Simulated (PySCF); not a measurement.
MB for M along group 15

PBE0 with triple-zeta basis sets in PySCF, for the lowest determinant that a PBE0 search found; no spin–orbit coupling. De refers to high-spin ground-configuration atoms. A positive dipole means M(−)B(+).

| M | basis | state (unpaired electrons) | Re (Å) | ωe (cm⁻¹) | De (eV) | μ (D) |
| --- | --- | --- | --- | --- | --- | --- |
| N | def2-TZVPP | triplet (σ ↑, π ↑) | 1.315 | 1595 | 4.81 | 2.14 |
| P | x2c-TZVPPall | triplet (σ ↑, π ↑) | 1.736 | 983 | 3.62 | 0.20 |
| Sb | x2c-TZVPPall | triplet (σ ↑, π ↑) | 2.050 | 694 | 2.52 | -0.82 |
| Bi | x2c-TZVPPall | triplet (σ ↑, π ↑) | 2.124 | 638 | 2.27 | -1.20 |

Q: The row for M = As is missing. Estimate Re, ωe and De as the mean of the rows for P and Sb, and compare with the calculation.

A: The means are 1.893 Å, 838 cm⁻¹ and 3.07 eV. PBE0 in x2c-TZVPPall gives BAs as a triplet (σ ↑, π ↑) with Re = 1.843 Å, ωe = 821 cm⁻¹, De = 3.11 eV, so the estimate is off by +5.0 pm, +2 % and -0.04 eV.

The rows differ in basis set, which adds steps of its own.

These are scalar-relativistic numbers at best; spin–orbit coupling would shift them, the dissociation energy most. States were picked by a PBE0 search and need not be the measured ground states.
